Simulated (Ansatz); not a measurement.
`N[SiH](F)Cl` + HI → `F[SiH](Cl)I` + NH₃ at 600 K and 1 bar (ligand exchange at the Si–N bond).

Computed with Ansatz on PBE0-D4/def2-TZVP structures; ΔE is electronic, products minus reactants. CCSD(T)/CBS is the MP2 limit (def2-TZVPP, def2-QZVPP) plus CCSD(T) − MP2 in def2-TZVPP, frozen cores. This one scheme is used for every species. Elements past krypton have def2 core potentials. For I outer-core shells are correlated without core-valence functions, which leaves a few kJ/mol of doubt a bond. One conformer a species, not always the lowest.

```tsv
species	CCSD(T)/CBS energy (Eh)	H − E (kJ/mol)	S (J/(mol·K))
`N[SiH](F)Cl`	-905.31614	152.4	387.3
HI	-298.03592	31.6	227.0
`F[SiH](Cl)I`	-1146.84711	79.9	390.7
NH₃	-56.50880	112.4	219.5
```

H − E and S are ideal-gas, rigid-rotor, harmonic terms from PBE0-D4/def2-TZVP, for one conformer and one mirror image of each species. 1 Eh = 2625.50 kJ/mol, R = 8.31446 J/(mol·K).

By hand: ΔE, ΔH, ΔS and ΔG.

ΔE = (-1146.84711) + (-56.50880) − (-905.31614) − (-298.03592) = -0.00385 Eh = -10.1 kJ/mol. Δ(H − E) = 79.9 + 112.4 − 152.4 − 31.6 = 8.3, so ΔH = -1.8 kJ/mol. ΔS = 390.7 + 219.5 − 387.3 − 227.0 = -4.1 J/(mol·K). ΔG = -1.8 − 600 × (-4.1)/1000 = 0.7 kJ/mol.

By hand: the equilibrium constant, and the temperature at which ΔG would vanish if ΔH and ΔS stayed fixed.

log₁₀ K = −ΔG/(RT ln 10) = -0.1. ΔG = 0 at ΔH/ΔS = 439 K, though so small a ΔH makes that figure unsure.

TΔS isn't small against ΔH here. The sign of ΔG lies within the doubt. A doubt of 5 kJ/mol in ΔE shifts log₁₀ K by 0.4 here. Other conformers and mirror images would add mixing entropy, several J/(mol·K) or more a flexible species. These are equilibria of isolated gas molecules and say nothing of rates. Largest T1 diagnostic: 0.010 (customary marks: 0.02 for closed shells, 0.045 for open ones).
